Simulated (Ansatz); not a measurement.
Relaxation of CH₆ClNSi (10 atoms, charge 0, multiplicity 1), to a largest force component of 0.03 eV/Å in at most 50 steps.

These are results of RKS PBE0/def2-SVP (Ansatz), not measurements.

```xyz
10
Properties=species:S:1:pos:R:3:forces:R:3
Si -1.048 -0.003 0.700 -0.05 0.01 0.02
N 1.905 0.381 -0.237 0.07 0.05 -0.13
C -1.179 -0.834 -0.773 -0.28 -0.12 -0.01
H 1.076 -0.087 -0.610 0.27 0.08 0.02
H -0.646 -0.572 2.004 0.01 -0.01 -0.02
Cl -1.400 2.007 0.881 0.00 0.02 0.01
H 2.104 0.004 0.683 0.02 -0.07 0.12
H 1.692 1.370 -0.135 -0.03 0.04 0.00
H -1.510 -0.353 -1.696 0.01 0.01 -0.02
H -0.994 -1.912 -0.816 -0.02 -0.02 0.02
```

Where does it end, and by what steps?

It converged. After 9 steps the energy has fallen by 0.115 eV; H4 moved furthest, 0.59 Å.

```
step  energy less start (eV)  largest force component (eV/Å)  accepted
   0                  0.0000                           0.285       yes
   1                 -0.0400                           0.338       yes
   2                 -0.0794                           0.432       yes
   3                 -0.0969                           0.373       yes
   4                 -0.1016                           0.384       yes
   5                 -0.1113                           0.232       yes
   6                 -0.1141                           0.079       yes
   7                 -0.1151                           0.050       yes
   8                 -0.1151                           0.051       yes
   9                 -0.1153                           0.028       yes
```

```xyz
10
Properties=species:S:1:pos:R:3
Si -0.968 -0.058 0.556
N 2.111 0.595 -0.032
C -1.507 -0.946 -0.785
H 1.636 0.047 -0.746
H -0.458 -0.616 1.827
Cl -1.169 1.984 0.701
H 2.105 0.061 0.834
H 1.581 1.450 0.115
H -1.919 -0.480 -1.683
H -1.412 -2.036 -0.789
```

The run took 21 s on 2 threads of Arm Neoverse V2, with other jobs on the host, peak memory 0.19 GiB.
